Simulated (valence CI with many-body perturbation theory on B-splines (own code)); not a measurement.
## Zn¹⁴⁺: E2, E3, M1, M2 decay

Computed by relativistic CI+MBPT: six valence electrons over a frozen Dirac-Fock core [Ne], a basis of 9 s, 9 p, 8 d, 6 f, 3 g, 1 h functions for each j, with the one-electron correlation potential Σ1, the two-electron term Σ2, the three-electron term Σ3, Breit, model QED; selected CI, second order for the rest, scaled by the run's own slope (own B-spline code, finite nucleus).

No measured levels were compared; by estimate levels of excited configurations hold to 0.05 to 0.15 % of their energy, terms of the ground configuration to about 0.5 %. Among the levels kept, up to 1400 cm⁻¹ of a level comes from second order outside the variational space, and about a tenth of that is noise between levels of different J, which matters for small intervals.

Lines 1 to 41 of 41 in falling wavelength, among levels below 716910 cm⁻¹, chosen from the decays that carry over 1 % of a level's rate. Wavelengths and rates use the calculated energies, so an error of 300 cm⁻¹ moves a line at 4810 Å by 1.4 % and its rate by three times that or more. Electric multipoles are in the length gauge, E1 and E2 with the static RPA response of the core. Weak lines are less certain than strong ones. Lines between different terms over intervals too small for the method are left out, as are lines whose strength nearly cancels. Branching is blank where the lifetime is uncertain.

Letters in brackets count levels of one name in rising energy.

| λ vac (Å) | Upper | Lower | Type | A (s⁻¹) | Branch % |
| --- | --- | --- | --- | --- | --- |
| 19550 | 3s2 3p3 3d 3G°_4 | 3s2 3p3 3d 3G°_3 | M1 | 3.10e+00 |  |
| 15980 | 3s2 3p3 3d 3G°_5 | 3s2 3p3 3d 3G°_4 | M1 | 3.89e+00 |  |
| 11230 | 3s2 3p3 3d 3F°_4 [a] | 3s2 3p3 3d 3F°_3 [a] | M1 | 1.15e+01 |  |
| 4810 | 3s2 3p3 3d 3G°_4 | 3s2 3p3 3d 3F°_4 [a] | M1 | 1.56e+01 |  |
| 4438 | 3s2 3p3 3d 3F°_4 [a] | 3s2 3p3 3d 3D°_3 [a] | M1 | 4.52e+01 |  |
| 3758 | 3s2 3p4 3P_0 | 3s2 3p4 3P_2 | E2 | 1.05e-01 | 100.0 |
| 3697 | 3s2 3p3 3d 3G°_5 | 3s2 3p3 3d 3F°_4 [a] | M1 | 4.73e+01 |  |
| 3454 | 3s2 3p4 3P_1 | 3s2 3p4 3P_2 | M1 | 5.00e+02 | 99.9 |
| 3368 | 3s2 3p3 3d 3G°_4 | 3s2 3p3 3d 3F°_3 [a] | M1 | 3.81e+00 |  |
| 3339 | 3s2 3p4 1D_2 | 3s2 3p4 3P_1 | M1 | 3.22e+01 | 4.6 |
| 2476 | 3s2 3p3 3d 1G°_4 | 3s2 3p3 3d 3F°_3 [a] | M1 | 9.93e+00 |  |
| 2308 | 3s2 3p3 3d 3G°_4 | 3s2 3p3 3d 3D°_3 [a] | M1 | 4.67e+00 |  |
| 2155 | 3s2 3p3 3d 3F°_4 [b] | 3s2 3p3 3d 1G°_4 | M1 | 2.80e+02 | 8.3 |
| 1967 | 3s2 3p3 3d 3F°_4 [b] | 3s2 3p3 3d 3G°_5 | M1 | 3.14e+02 | 9.3 |
| 1764 | 3s2 3p3 3d 3F°_4 [a] | 3s2 3p3 3d 5D°_4 | M1 | 2.27e+02 |  |
| 1751 | 3s2 3p3 3d 3F°_4 [b] | 3s2 3p3 3d 3G°_4 | M1 | 3.93e+02 | 11.6 |
| 1698 | 3s2 3p4 1D_2 | 3s2 3p4 3P_2 | M1 | 6.69e+02 | 95.3 |
| 1607 | 3s2 3p3 3d 3F°_4 [b] | 3s2 3p3 3d 3G°_3 | M1 | 5.86e+01 | 1.7 |
| 1290 | 3s2 3p3 3d 3G°_4 | 3s2 3p3 3d 5D°_4 | M1 | 1.73e+02 |  |
| 1284 | 3s2 3p3 3d 3F°_4 [b] | 3s2 3p3 3d 3F°_4 [a] | M1 | 3.66e+02 | 10.8 |
| 1240 | 3s2 3p3 3d 3G°_4 | 3s2 3p3 3d 5D°_3 | M1 | 2.62e+01 |  |
| 1194 | 3s2 3p3 3d 3G°_5 | 3s2 3p3 3d 5D°_4 | M1 | 3.71e+01 |  |
| 1194 | 3s2 3p3 3d 3G°_5 | 3s2 3p3 3d 5D°_4 | E2 | 9.07e-01 |  |
| 1152 | 3s2 3p3 3d 3F°_4 [b] | 3s2 3p3 3d 3F°_3 [a] | M1 | 5.41e+01 | 1.6 |
| 1134 | 3s2 3p3 3d 1G°_4 | 3s2 3p3 3d 5D°_4 | M1 | 2.10e+02 |  |
| 1104 | 3s2 3p4 1S_0 | 3s2 3p4 3P_1 | M1 | 6.12e+03 | 99.6 |
| 1095 | 3s2 3p3 3d 1G°_4 | 3s2 3p3 3d 5D°_3 | M1 | 6.53e+01 |  |
| 995.7 | 3s2 3p3 3d 3F°_4 [b] | 3s2 3p3 3d 3D°_3 [a] | M1 | 3.45e+02 | 10.2 |
| 748.5 | 3s2 3p3 3d 5D°_4 | 3s 3p5 3P°_2 | E2 | 9.46e-01 | 1.0 |
| 743.0 | 3s2 3p3 3d 3F°_4 [b] | 3s2 3p3 3d 5D°_4 | M1 | 1.17e+03 | 34.8 |
| 726.1 | 3s2 3p3 3d 3F°_4 [b] | 3s2 3p3 3d 5D°_3 | M1 | 1.90e+02 | 5.6 |
| 525.5 | 3s2 3p3 3d 3F°_4 [a] | 3s 3p5 3P°_2 | E2 | 4.09e+01 |  |
| 450.9 | 3s2 3p3 3d 1G°_4 | 3s 3p5 3P°_2 | E2 | 4.82e+00 |  |
| 372.9 | 3s2 3p3 3d 3F°_4 [b] | 3s 3p5 3P°_2 | E2 | 1.71e+02 | 5.0 |
| 195.7 | 3s2 3p3 3d 3F°_4 [a] | 3s2 3p4 1D_2 | M2 | 1.27e+02 |  |
| 194.9 | 3s2 3p3 3d 5D°_4 | 3s2 3p4 3P_2 | M2 | 9.03e+01 | 98.0 |
| 188.1 | 3s2 3p3 3d 3G°_4 | 3s2 3p4 1D_2 | M2 | 9.60e+00 |  |
| 184.4 | 3s2 3p3 3d 1G°_4 | 3s2 3p4 1D_2 | M2 | 3.25e+01 |  |
| 169.3 | 3s2 3p3 3d 3G°_4 | 3s2 3p4 3P_2 | M2 | 2.43e+00 |  |
| 167.6 | 3s2 3p3 3d 3G°_5 | 3s2 3p4 3P_2 | E3 | 1.04e+00 |  |
| 166.3 | 3s2 3p3 3d 1G°_4 | 3s2 3p4 3P_2 | M2 | 1.18e+01 |  |
